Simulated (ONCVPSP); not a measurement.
u(r) = r·R(r): atom against pseudo-atom (fluorine (F))

Columns: radius, all-electron u(r) and pseudo u(r) of the 2p shell (level -11.05 eV) of fluorine in the configuration [He] 2s2 2p5; PBEsol, scalar-relativistic, ONCV scheme, ONCVPSP 4.0.1.

```csv
r (bohr),all-electron,pseudo
0.065,0.0680,0.0277
0.130,0.2073,0.1063
0.195,0.3618,0.2254
0.260,0.5055,0.3692
0.325,0.6275,0.5202
0.390,0.7251,0.6618
0.455,0.7989,0.7810
0.520,0.8509,0.8701
0.585,0.8838,0.9266
0.650,0.9008,0.9530
0.715,0.9050,0.9550
0.780,0.8990,0.9395
0.845,0.8853,0.9134
0.910,0.8656,0.8823
0.975,0.8417,0.8498
1.040,0.8146,0.8176
1.105,0.7854,0.7861
1.170,0.7550,0.7550
1.235,0.7239,0.7238
1.300,0.6926,0.6925
1.365,0.6614,0.6614
1.430,0.6306,0.6306
1.495,0.6005,0.6005
1.560,0.5712,0.5712
1.625,0.5428,0.5428
1.690,0.5154,0.5153
```

(1) How many radial nodes do the two functions have?

(2) At about which radius was the pseudo-wave matched?

(3) Is the pseudo-wave norm-conserving?

## Answers

(1) The all-electron 2p function has n − l − 1 = 0; the pseudo-wave has 0.

(2) 1.25 bohr. The columns agree to 0.0005 from 1.17 bohr on; several derivatives are matched, so the curves merge somewhat inside the radius.

(3) Yes: the ONCV scheme keeps the norm inside the radius equal to the all-electron one, which fixes the energy derivative of the logarithmic derivative at the level.
